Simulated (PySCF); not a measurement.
Molecule: `[SiH3][SiH2]C1CCC1`, C4H12Si2.

Bonds (- single, = double, # triple, : aromatic): Si1-Si2, Si2-C3, C3-C4, C4-C5, C5-C6, C6-C3. Si1 carries H7, H8, H9; Si2 carries H10, H11; C3 carries H12; C4 carries H13, H14; C5 carries H15, H16; C6 carries H17, H18. H14, H15, H18 are cis to Si2 on the ring; H13, H16, H17 are trans to Si2 on the ring.

Frames of a GFN2-xTB Langevin trajectory at 300 K; GIAO PBE0/pcSseg-1 shieldings in PySCF 2.14, gas phase, non-relativistic; equivalent atoms averaged within each frame.

Chemical shifts δ = σref − σ; TMS for 29Si (σref 349.16), 13C (σref 186.93), 1H (σref 31.72), all at this level. The references are static minima.

**Question.** How do the shifts (ppm) fluctuate along the trajectory?

**Answer.** 
```tsv
time (fs)	Si2	Si1	C4/C6	C5	C3	H10/H11	H7/H8/H9	H15	H13/H17	H14/H18
optimised geometry	-69.4	-123.2	25.5	19.4	16.1	3.95	3.34	2.31	2.55	1.69
250	-58.8	-112.8	23.3	19.0	16.1	4.72	4.03	2.43	1.99	1.75
425	-62.5	-110.0	27.8	21.1	14.8	4.11	3.96	2.17	2.87	1.81
625	-58.4	-122.4	36.1	27.1	24.1	4.38	3.72	2.52	2.97	2.76
800	-72.1	-124.2	31.0	28.7	16.9	4.08	3.25	3.52	2.62	2.53
1000	-67.6	-129.9	27.8	19.8	22.4	4.58	3.16	3.06	2.72	2.03
mean of frames	-63.9	-119.9	29.2	23.1	18.8	4.37	3.62	2.74	2.63	2.18
standard deviation	5.9	8.3	4.7	4.5	4.2	0.28	0.40	0.54	0.39	0.45
```

5 frames give an uncertainty of the mean of about the standard deviation over 2.2 at best, since frames this close in time may not be independent; classical motion lacks zero-point vibration, and the reference would need the same averaging.
